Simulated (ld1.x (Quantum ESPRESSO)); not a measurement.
Before and after: RRKJ potential for S (Z = 16)

sulfur, norm-conserving RRKJ (Kleinman–Bylander form), made with ld1.x (Quantum ESPRESSO) 7.5 (LDA (PZ), scalar-relativistic). Core [Ne], reference 3s2 3p3.5 (charge +0.5). Waves: 3p (bound): rc 1.25 bohr; 3d channel at 0.4 Ry: rc 1.00 bohr; 3s (bound): rc 1.15 bohr. Local part: the s channel. Core correction: Bessel-smoothed model core inside 0.85 bohr. rho0 = 0.001.

Change: local potential the d channel.

Cutoffs: the cutoffs (Ry, on a coarse ladder) from which the occupation-weighted sum of valence levels, in a spherical-Bessel basis at the reference potential, stays within 10 and 1 mRy of its value at 400 Ry; they do not see the model core or the augmentation charge, which bear on the density cutoff. Errors are all-electron minus pseudo energies relative to the spin-unpolarised reference configuration.

Question: Predict the effect on cutoff, ghosts and configuration errors.

Answer: The potential gets harder (60 Ry and 120 Ry → 100 Ry and 140 Ry); a bound ghost appears in s, which as a rule spoils a file; the number of tests that count goes from 9 to 7; of the 7 tests that both files solve, the error grows in 1 and shrinks in 2 by more than 15 % and 0.3 meV (median size 1.9 → 1.4 meV); the range in which the s phases agree widens (upper end 3.5 → at the end of the scan); the range in which the p phases agree narrows (upper end 4.2 → 0.9). In the separable form a ghost depends on how the local part lies against the semilocal potential of the channel, so the choice of the local part can create or remove one.

| quantity | base | changed |
| --- | --- | --- |
| cutoff, loose | 60 Ry | 100 Ry |
| cutoff, tight | 120 Ry | 140 Ry |
| loose cutoff by channel (10 mRy a level) | p 10 Ry, s 50 Ry | s 70 Ry, p 10 Ry |
| bound ghosts | none | s |
| tests counted (converged, no solver errors) | 9 of 9 | 7 of 9 |
| error for 3s2 3p4, meV [ΔE -4.71 eV] | +1.3 | +1.1 |
| error for 3s2 3p3, meV [ΔE 7.15 eV] | +1.1 | +0.7 |
| error for 3s0 3p6, meV [ΔE 15.90 eV] | -3.0 | +1.4 |
| error for 3s1 3p5, meV [ΔE 5.53 eV] | -0.5 | +0.3 |
| error for 3s1 3p4, meV [ΔE 17.95 eV] | +1.9 | +3.1 |
| error for 3s2 3p3.5 (spin-polarised), meV [ΔE -1.22 eV] | +12 | +11 |
| error for 3s2 3p4 (spin-polarised), meV [ΔE -5.41 eV] | +8.1 | +7.6 |
| s: phases at 1.34 bohr within 0.05 rad from the reference energy up to (Ry; the scan ends near 5) | 3.5 | to the end of the scan |
| p: phases at 1.34 bohr within 0.05 rad from the reference energy up to (Ry; the scan ends near 5) | 4.2 | 0.9 |
| d: phases at 1.34 bohr within 0.05 rad from the reference energy up to (Ry; the scan ends near 5) | to the end of the scan | to the end of the scan |

Changed file: Tests not counted: 3s2 3p2 (solver errors, printed error -96.3 eV); 3s2 3p0 (solver errors, printed error -12.4 eV). A true bound ghost makes a file unfit for plane-wave use even where its test errors are small: the radial tests pick states by their node count and pass the ghost by. Where a test does run into it, the solver fails or the error is huge.
